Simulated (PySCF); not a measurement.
Orbital gap (eV) of eight silicon and germanium compounds: PBE beside ωB97X, computed with PySCF for isolated molecules in the bases named; differences from unrounded values. The eight are the first of their class met in an unordered collection, after screening for sound electronic states; none was chosen by its value. Each molecule has one DFT geometry for both levels.

```
molecule                                            basis  ωB97X
----------------------------------------------  ---------  -----
C₂H₇NSi₂, SMILES [SiH3]C#C[SiH2]N               def2-TZVP  11.46
CH9NSi2, SMILES CN([SiH3])[SiH3]                def2-TZVP  11.47
Si(OH)3(PH2) (H5O3PSi), SMILES O[Si](O)(P)O     def2-TZVP  12.26
C3H9FSi2, SMILES [SiH3][C@@H]1C[C@@]1([SiH3])F  def2-TZVP  12.80
C3H11NSi2, SMILES [C@H]1(CCN1[SiH3])[SiH3]      def2-TZVP  10.88
C2H7Cl2NSi, SMILES Cl[SiH](Cl)[C@@H](N)C        def2-TZVP  12.08
CH₄F₂OSSi, SMILES [Si](F)(S)(F)OC               def2-TZVP  12.82
C2H9NOSi2, SMILES CN1C[Si@@H](O)[SiH2]1         def2-TZVP  10.47
```

Estimate the PBE values and say how PBE differs from ωB97X over the set. (The exact figures need the calculation; the answer reports its results.)


```csv
molecule,PBE,difference
"C₂H₇NSi₂, SMILES [SiH3]C#C[SiH2]N",4.68,-6.78
"CH9NSi2, SMILES CN([SiH3])[SiH3]",4.97,-6.49
"Si(OH)3(PH2) (H5O3PSi), SMILES O[Si](O)(P)O",5.89,-6.37
"C3H9FSi2, SMILES [SiH3][C@@H]1C[C@@]1([SiH3])F",6.32,-6.48
"C3H11NSi2, SMILES [C@H]1(CCN1[SiH3])[SiH3]",4.50,-6.38
"C2H7Cl2NSi, SMILES Cl[SiH](Cl)[C@@H](N)C",5.05,-7.04
"CH₄F₂OSSi, SMILES [Si](F)(S)(F)OC",5.99,-6.83
"C2H9NOSi2, SMILES CN1C[Si@@H](O)[SiH2]1",4.04,-6.44
```
PBE lies below ωB97X in 8 and above it in 0 of the eight; the mean signed difference is -6.60 and the largest -7.04 eV.
